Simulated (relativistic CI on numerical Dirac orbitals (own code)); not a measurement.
Method of calculation: Dirac-Coulomb-Breit CI, separate exchange-only KLI orbitals for each configuration, model QED (radiative potential, 1s self-energy scaled to tabulated hydrogen-like ionisation energies), unscaled Slater integrals (own radial code, finite nucleus).

The strongest absorption lines from the ground level of an ion, among the configurations computed and to levels below about 282 eV (vacuum wavelength in nm, gf): 7.4760 (0.4), 7.5839 (1.2), 7.7725 (0.31), 7.8526 (0.94), 8.0147 (0.94), 8.0527 (0.24), 8.2621 (0.54), 8.5840 (0.77).

**Question.** Which ion is it?
A. Nb XVIII
B. Nb XVI
C. Rb XIV
D. Nb XX

**Answer.** A. Nb XVIII has 24 electrons and the ground level 3s2 3p6 3d6 5D_4; the strongest line goes to 3s2 3p5 3d7 5D°_4. The pattern of lines fixes the number of electrons, and along that sequence the line energies rise steadily with the charge (about as its square where n changes within one kind of shell, about linearly where n is kept but much faster in heavy ions where fine structure, which grows about as Z⁴, sets the gap, and irregularly where shells cross), which fixes Z. Configurations outside the model, such as inner-shell arrays, can give stronger lines. At this charge energies of transitions that change n are usually good to better than 1 %, and those within a shell (Δn = 0) to a few per cent. Terms inside the open d or f shell come out 10 to 20 % too wide with unscaled integrals.

LS names give the leading component of a level, which can be under half, so a name can repeat, a term be missing and a line seem to break the LS rules.
